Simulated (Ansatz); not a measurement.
Input (CCSDT(Q)/aug-cc-pVDZ; Ansatz, a quantum-chemistry and plane-wave program):

Ansatz 0.2 input:
```yaml
crystal:
  periodic: [false, false, false]
  atoms:
    - {symbol: B, position_ang: [-0.41583297, -0.86006091, 0.01935518]}
    - {symbol: H, position_ang: [-1.56251958, -1.05240182, -0.24385545]}
    - {symbol: C, position_ang: [0.35247600, 0.47175671, 0.00567146]}
    - {symbol: H, position_ang: [-0.01491421, 1.03394830, 0.87947857]}
    - {symbol: H, position_ang: [0.10518622, 1.08937479, -0.86657037]}
    - {symbol: H, position_ang: [1.43655643, 0.39884300, 0.10014254]}
basis:
  gaussian:
    orbitals: aug-cc-pVDZ
magnetization: {spin_polarized: true, initial_magnetization: 1}
correlation: {method: ccsdt_q, electrons: outside_noble_gas}
```

Output:

```
Functional definition: HF
integrals: 0.17 GiB planned
1298 factors; integrals over basis functions are off by at most 1.8e-7 eV
mean field: 0.20 GiB planned
mean field evaluation 1: about -1761.1817 eV, gradient 1.9e1 eV
mean field evaluation 2: about -1761.1818 eV, gradient 1.9e1 eV
mean field evaluation 4: about -1763.5304 eV, gradient 2.1e0 eV
mean field evaluation 8: about -1763.6009 eV, gradient 1.4e-3 eV
mean field evaluation 16: about -1763.6001 eV, gradient 2.1e-1 eV
mean field evaluation 32: about -1761.5237 eV, gradient 3.6e0 eV
mean field -1763.60088821 eV, -64.8111372302 hartree, gradient 1.7e-6 eV, S^2 0.753592; 3 other end points of the search recorded, 0 dependent functions left out
determinant -1763.60088821 eV, -64.8111372302 hartree, with singles and doubles -1770.39791496 eV, -65.0609233560 hartree
determinant -1762.00427708 eV, -64.7524628532 hartree, with singles and doubles -1768.95515675 eV, -65.0079029696 hartree
2 core orbitals not correlated
reference -1763.60088821 eV, -64.8111372302 hartree; 6, 5 occupied and 74, 75 virtual orbitals, 1298 factors
second order -5.89855381 eV of doubles, -0.00000000 eV of singles
coupled cluster: 2.87 GiB planned
cycle   1  -6.53663360 eV  change   -6.4e-1 eV  update   6.7e-2
cycle   2  -6.91496020 eV  change   -3.8e-1 eV  update   2.7e-2
cycle   3  -7.00227675 eV  change   -8.7e-2 eV  update   1.2e-2
cycle   4  -6.99246519 eV  change    9.8e-3 eV  update   4.7e-3
cycle   5  -6.99290173 eV  change   -4.4e-4 eV  update   2.4e-3
cycle   6  -6.99378870 eV  change   -8.9e-4 eV  update   7.7e-4
cycle   7  -6.99360313 eV  change    1.9e-4 eV  update   3.0e-4
cycle   8  -6.99372282 eV  change   -1.2e-4 eV  update   1.3e-4
cycle   9  -6.99379752 eV  change   -7.5e-5 eV  update   5.6e-5
cycle  10  -6.99374008 eV  change    5.7e-5 eV  update   2.6e-5
cycle  11  -6.99373572 eV  change    4.4e-6 eV  update   1.4e-5
cycle  12  -6.99374174 eV  change   -6.0e-6 eV  update   6.1e-6
cycle  13  -6.99374993 eV  change   -8.2e-6 eV  update   3.5e-6
cycle  14  -6.99375342 eV  change   -3.5e-6 eV  update   1.8e-6
cycle  15  -6.99375312 eV  change    3.0e-7 eV  update   1.0e-6
cycle  16  -6.99375214 eV  change    9.8e-7 eV  update   6.1e-7
perturbative correction -0.00773637 eV, -0.0002843064 hartree
Total energy: -1770.60237672 eV, -65.0684371871 hartree
```
